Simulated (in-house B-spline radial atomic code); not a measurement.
Successive ionisation energies of cobalt; each step leads to the configuration of the next row (after the last: [Ne] 3s2 3p6). Dirac energy differences include first-order Breit, QED and recoil terms. NIST's values go from ground level to ground level; the uncertainty of those that are theory runs from under 0.1 % in few-electron ions to several per cent in heavy many-electron ones. Computed with a radial B-spline atomic code at the basis-set limit: Dirac-Hartree-Fock, average of the configuration, finite nuclei.

Some pairs differ by more than the removed electron.

| ion | configuration | ionisation energy (eV) | tabulated value (eV) | tabulated kind | computed minus tabulated (eV) | highest orbital | largest mean radius (bohr) |
| --- | --- | --- | --- | --- | --- | --- | --- |
| Co | [Ar] 3d7 4s2 | 6.64 | 7.88101 | measured | -1.24 | 4s1/2 | 3.1041 |
| Co+ | [Ar] 3d8 | 15.88 | 17.0844 | measured | -1.21 | 3d5/2 | 1.1052 |
| Co2+ | [Ar] 3d7 | 33.13 | 33.5 | semi-empirical | -0.37 | 3d5/2 | 1.0037 |
| Co3+ | [Ar] 3d6 | 53.10 | 51.27 | semi-empirical | 1.83 | 3d5/2 | 0.93042 |
| Co4+ | [Ar] 3d5 | 75.43 | 79.5 | semi-empirical | -4.07 | 3d5/2 | 0.8732 |
| Co5+ | [Ar] 3d4 | 99.88 | 102 | semi-empirical | -2.12 | 3d5/2 | 0.82625 |
| Co6+ | [Ar] 3d3 | 126.32 | 128.9 | semi-empirical | -2.58 | 3d5/2 | 0.78643 |
| Co7+ | [Ar] 3d2 | 154.65 | 157.8 | semi-empirical | -3.15 | 3d5/2 | 0.75187 |
| Co8+ | [Ar] 3d1 | 184.81 | 186.14 | measured | -1.33 | 3d5/2 | 0.73397 |

**Question.** Where is the largest jump?

**Answer.** From Co to Co+, by a factor of 2.39 (6.6398 to 15.875 eV); the highest orbital goes from 4s1/2 to 3d5/2.

Where a p, d or f electron is removed, the computed value is a mean over both j, so it misses the tabulated one by a part of the spin-orbit splitting; averaging over terms and missing correlation add to the gap, relatively most at low charge.
